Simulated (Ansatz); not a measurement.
Basis sets compared for AsH2(tBu) (C₄H₁₁As). The state is a singlet with charge 0. Geometry PBE-D4/def2-SVP. Ansatz on 4 threads of Intel Xeon Platinum 8259CL on a shared host; times are rough, and most runs start from earlier orbitals.

```xyz
16

As    1.358    1.550   -0.284
H     1.331    1.947    1.207
H     2.574    0.628   -0.052
C    -0.021    0.067   -0.091
C     0.024   -0.751   -1.391
C    -1.387    0.751    0.063
C     0.271   -0.829    1.118
H    -0.751   -1.549   -1.368
H    -0.173   -0.121   -2.283
H     1.006   -1.246   -1.532
H    -1.616    1.418   -0.794
H    -1.443    1.356    0.992
H    -2.194   -0.013    0.116
H     0.259   -0.256    2.067
H     1.260   -1.324    1.033
H    -0.500   -1.629    1.198
```

Binding counts from free atoms (As quartet, H doublet, C triplet) in the same basis, without a counterpoise term.

```json
{"level": "PBE-D4/def2-SVP", "functions": "143", "energy (Eh)": "-2393.9665", "HOMO (eV)": "-5.87", "LUMO (eV)": "-0.35", "binding per atom (eV)": "3.88", "wall time": "1.8 s"}
{"level": "PBE0-D4/def2-SVP", "functions": "143", "energy (Eh)": "-2394.0683", "HOMO (eV)": "-6.98", "LUMO (eV)": "0.49", "binding per atom (eV)": "3.84", "wall time": "2.3 s"}
```

Problem. Estimate the rows for PBE-D4/def2-TZVP, PBE0-D4/def2-TZVP (with forces).

Solution. 
```json
{"level": "PBE-D4/def2-TZVP", "functions": "238", "energy (Eh)": "-2394.4139", "HOMO (eV)": "-5.95", "LUMO (eV)": "-0.62", "binding per atom (eV)": "3.85", "wall time": "3.2 s"}
{"level": "PBE0-D4/def2-TZVP (with forces)", "functions": "238", "energy (Eh)": "-2394.5099", "HOMO (eV)": "-7.02", "LUMO (eV)": "0.21", "binding per atom (eV)": "3.81", "wall time": "8 s"}
```
